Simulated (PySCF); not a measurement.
## Vibration and rotation of PbO⁺

r²SCAN0 constants of PbO⁺, ²Π (doublet), unpaired electrons π ↑ (basis Pb def2-SVP with ECP60, O def2-SVP; scalar-relativistic core potentials; PySCF 2.14; masses 207.9766 and 15.9949 u):

```
ωe              : 597.0 cm⁻¹
ωexe            : 2.46 cm⁻¹
Be              : 0.25837 cm⁻¹
αe              : 0.00140 cm⁻¹
D (centrifugal) : 1.94e-07 cm⁻¹
```

(1) Give the vibrational terms G(v) and spacings up to v = 6.

Spin–orbit coupling is left out, which matters for elements this heavy, above all for dissociation energies. The state was picked by a PBE0 search and need not be the measured ground state.

Results:

(1) G(v) = ωe(v+½) − ωexe(v+½)².

| v | G(v) (cm⁻¹) | G(v) − G(v−1) | Bv (cm⁻¹) |
| --- | --- | --- | --- |
| 0 | 298 |  | 0.2577 |
| 1 | 890 | 592 | 0.2563 |
| 2 | 1477 | 587 | 0.2549 |
| 3 | 2059 | 582 | 0.2535 |
| 4 | 2637 | 577 | 0.2521 |
| 5 | 3209 | 572 | 0.2507 |
| 6 | 3777 | 567 | 0.2493 |
